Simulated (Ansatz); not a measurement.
One geometry of `CCCCCCCCCCCCCCSC(C)=O` with charge +1, several levels of theory.

```yaml
crystal:
  periodic: [false, false, false]
  atoms:
    - {symbol: C, position_ang: [-8.929937, 0.170782, 0.372364]}
    - {symbol: C, position_ang: [-7.442346, 0.470515, 0.181010]}
    - {symbol: C, position_ang: [-6.859452, -0.148233, -1.095301]}
    - {symbol: C, position_ang: [-5.385065, 0.182506, -1.362947]}
    - {symbol: C, position_ang: [-4.398983, -0.374799, -0.330352]}
    - {symbol: C, position_ang: [-2.931780, -0.103275, -0.673913]}
    - {symbol: C, position_ang: [-1.939287, -0.649654, 0.355783]}
    - {symbol: C, position_ang: [-0.471680, -0.396104, 0.000238]}
    - {symbol: C, position_ang: [0.514948, -0.940450, 1.039113]}
    - {symbol: C, position_ang: [1.997447, -0.778638, 0.674794]}
    - {symbol: C, position_ang: [2.479921, 0.675628, 0.598339]}
    - {symbol: C, position_ang: [3.962642, 0.842996, 0.240788]}
    - {symbol: C, position_ang: [4.938718, 0.306866, 1.295557]}
    - {symbol: C, position_ang: [6.407633, 0.611313, 1.007188]}
    - {symbol: S, position_ang: [6.978989, -0.239703, -0.515140]}
    - {symbol: C, position_ang: [8.697561, 0.306590, -0.501432]}
    - {symbol: C, position_ang: [9.502152, -0.245877, -1.661314]}
    - {symbol: O, position_ang: [9.145811, 1.038333, 0.361152]}
    - {symbol: H, position_ang: [-9.115898, -0.922328, 0.432809]}
    - {symbol: H, position_ang: [-9.532510, 0.558581, -0.475987]}
    - {symbol: H, position_ang: [-9.327611, 0.628108, 1.301055]}
    - {symbol: H, position_ang: [-6.877752, 0.107265, 1.067362]}
    - {symbol: H, position_ang: [-7.281838, 1.572131, 0.154930]}
    - {symbol: H, position_ang: [-7.468285, 0.188795, -1.963756]}
    - {symbol: H, position_ang: [-6.985683, -1.254702, -1.054425]}
    - {symbol: H, position_ang: [-5.262078, 1.288080, -1.426179]}
    - {symbol: H, position_ang: [-5.105249, -0.205730, -2.367464]}
    - {symbol: H, position_ang: [-4.618844, 0.050125, 0.674196]}
    - {symbol: H, position_ang: [-4.556006, -1.473469, -0.230461]}
    - {symbol: H, position_ang: [-2.701749, -0.538593, -1.673245]}
    - {symbol: H, position_ang: [-2.777559, 0.994196, -0.786986]}
    - {symbol: H, position_ang: [-2.103559, -1.744434, 0.480303]}
    - {symbol: H, position_ang: [-2.159150, -0.202424, 1.352093]}
    - {symbol: H, position_ang: [-0.318384, 0.697512, -0.135979]}
    - {symbol: H, position_ang: [-0.248903, -0.854445, -0.990659]}
    - {symbol: H, position_ang: [0.300313, -2.019948, 1.201697]}
    - {symbol: H, position_ang: [0.322596, -0.447872, 2.019772]}
    - {symbol: H, position_ang: [2.606447, -1.332163, 1.421726]}
    - {symbol: H, position_ang: [2.193465, -1.277937, -0.301862]}
    - {symbol: H, position_ang: [2.277584, 1.177695, 1.572663]}
    - {symbol: H, position_ang: [1.874312, 1.225820, -0.153168]}
    - {symbol: H, position_ang: [4.166466, 0.348342, -0.735428]}
    - {symbol: H, position_ang: [4.178087, 1.922256, 0.078574]}
    - {symbol: H, position_ang: [4.694793, 0.760560, 2.282360]}
    - {symbol: H, position_ang: [4.809539, -0.789375, 1.425340]}
    - {symbol: H, position_ang: [7.068853, 0.282074, 1.832956]}
    - {symbol: H, position_ang: [6.581612, 1.697813, 0.865352]}
    - {symbol: H, position_ang: [9.540522, -1.353007, -1.610198]}
    - {symbol: H, position_ang: [10.528046, 0.163582, -1.615599]}
    - {symbol: H, position_ang: [9.031129, 0.024695, -2.627711]}
basis:
  gaussian: {orbitals: def2-TZVP, fitting: {mean_field: def2-universal-jkfit}, initial_orbitals: start.molden}
total_charge: 1
magnetization: {spin_polarized: true, initial_magnetization: 1}
hamiltonian: {xc: {name: wB97X-V}}
scf: {omitted_lower_state_checks: [starts]}
output: {orbitals: {seedname: orbitals}}
```

The file start.molden holds the orbitals of an earlier run on this structure, at another level or in another basis.

```sh
$ ansatz run in.yaml --threads 2 --pin off --events-out ev --progress --plain --max-ram 32768MiB --backend cuda --devices 0, --max-vram 18GiB
```

It prints (some lines left out):

```
Functional definition: wB97X-V
  name "wB97X-V"
  cite "Mardirossian & Head-Gordon, Phys. Chem. Chem. Phys. 16, 9904 (2014) doi:10.1039/C3CP54374A"
  cite "Becke, J. Chem. Phys. 107, 8554 (1997) doi:10.1063/1.475007"
  cite "Vydrov & Van Voorhis, J. Chem. Phys. 133, 244103 (2010) doi:10.1063/1.3521275"
  parameter omega = 0.3/bohr
  parameter cx = 0.167
  parameter cx1 = 0.603
  parameter cx2 = 1.194
  parameter css0 = 0.556
  parameter css1 = -0.257
  parameter cos0 = 1.219
  parameter cos1 = -1.850
  parameter b = 6.0
  parameter c = 0.01
  exchange = spin_sum(e_x_unif_sr(omega)*poly(b97_u_x, 1 - cx, cx1, cx2)) + cx*exact_x_sr(omega) + exact_x_lr(omega)
  correlation = spin_sum(e_c_pw_same_spin*poly(b97_u_same, css0, css1))
      + integral(e_c_pw_opposite_spin*poly(b97_u_opposite, cos0, cos1)) + vv10(b, c)
these checks for a lower state are left out or cut short: starts
1981 factors; integrals over basis functions are off by at most 8.8e-1 eV
1981 factors; integrals over basis functions are off by at most 3.6e-7 eV
mean field evaluation 1: about -29988.8689 eV, gradient 1.2e1 eV
mean field evaluation 2: about -29989.5049 eV, gradient 2.0e0 eV
mean field evaluation 4: about -29989.6243 eV, gradient 2.2e-2 eV
mean field evaluation 8: about -29989.6694 eV, gradient 1.3e-5 eV
mean field -29989.66943902 eV, -1102.1000241561 hartree, gradient 1.3e-5 eV, S^2 0.759886; 0 other end points of the search recorded, 0 dependent functions left out
reference -29989.66943430 eV, -1102.1000239824 hartree; 76, 75 occupied and 680, 681 virtual orbitals, 1981 factors
Total energy: -29989.66943430 eV, -1102.1000239824 hartree
Checks for a lower state left out: starts
```

It took 28 s on 2 threads of AMD EPYC 7R13 on a shared host and a share (18 GiB) of an NVIDIA H100 80GB HBM3, peak host memory 1.6 GiB.

First input, but with `gaussian: {orbitals: def2-TZVP, fitting: {mean_field: def2-universal-jkfit}}`, `hamiltonian: {xc: pbe0, dispersion: d4}` (abridged; 13 s):

```
Functional definition: PBE0
mean field evaluation 16: about -29969.2159 eV, gradient 4.6e0 eV
mean field -29969.56044384 eV, -1101.3610322133 hartree, gradient 7.6e-6 eV, S^2 0.756623
Total energy: -29970.56118131 eV, -1101.3978086370 hartree
Checks for a lower state left out: starts
```

First input, but with `hamiltonian: {xc: pbe, dispersion: d4}` (abridged; 19 s):

```
Functional definition: PBE
mean field evaluation 16: about -29966.3907 eV, gradient 1.3e-3 eV
mean field -29966.39067412 eV, -1101.2445453248 hartree, gradient 2.9e-6 eV, S^2 0.751956
Total energy: -29967.56555817 eV, -1101.2877215172 hartree
Checks for a lower state left out: starts
```

Geometry: PBE-D4/def2-SVP, that of the neutral singlet.

Single mean-field runs in def2-TZVP are fitted with def2-universal-jkfit. At PBE-D4/def2-TZVP the gap within one spin of the charge 1 doublet nearly closes, so an electron or hole may be smeared out by delocalisation error.
